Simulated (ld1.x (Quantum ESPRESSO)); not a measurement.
# Ir: ultrasoft pseudisation with PBE, scalar-relativistic reference atom.

| Quantity | Value |
| --- | --- |
| Element | Ir (Z = 77) |
| Generator | ld1.x (Quantum ESPRESSO) 7.5 |
| Type | ultrasoft |
| Functional | PBE |
| Relativity | scalar-relativistic |
| Frozen core | [Kr] 4d10 4f14 |
| Valence charge | 17 |
| Reference configuration | 5s2 5p6 5d7 6s2 6p0 |
| Partial waves | 5s (bound): rcut 1.25, rcutus 1.50 bohr; 6s (bound): rcut 1.25, rcutus 1.50 bohr; 5p (bound): rcut 2.15, rcutus 2.35 bohr; 6p (bound, empty): rcut 2.15, rcutus 2.35 bohr; 5d (bound): rcut 1.25, rcutus 1.40 bohr; 5d channel at 0.25 Ry: rcut 1.25, rcutus 1.40 bohr; 5f channel at 0.3 Ry: rcut 2.25, rcutus 2.40 bohr |
| Local potential | all-electron potential smoothed inside 1.30 bohr (lloc = -1) |
| Core correction | Bessel-smoothed model core inside 0.65 bohr |
| Augmentation charge | built from norm-conserving waves at rcut, not smoothed further |

All-electron outer shells of the reference configuration (PBE, scalar-relativistic, ld1.x):

```tsv
shell	level (eV)	outermost node (bohr)	outermost maximum (bohr)
4d	-290.99	0.21	0.42
5s	-97.99	0.50	0.89
4f	-62.19	–	0.39
5p	-54.70	0.54	1.01
5d	-7.15	0.59	1.29
6s	-6.33	1.17	2.38
6p	-1.22	1.39	3.47
```

Problem. Does this generation succeed?

Solution. No. ld1.x (Quantum ESPRESSO) 7.5 stopped with "chargeps: negative rho": the pseudo-density turned negative during the self-consistent test, most likely because a state had been found with a wrong node count and its wave set to zero before. Before that it printed "Warning: n=2, l=1 expected 0 nodes, found 1".
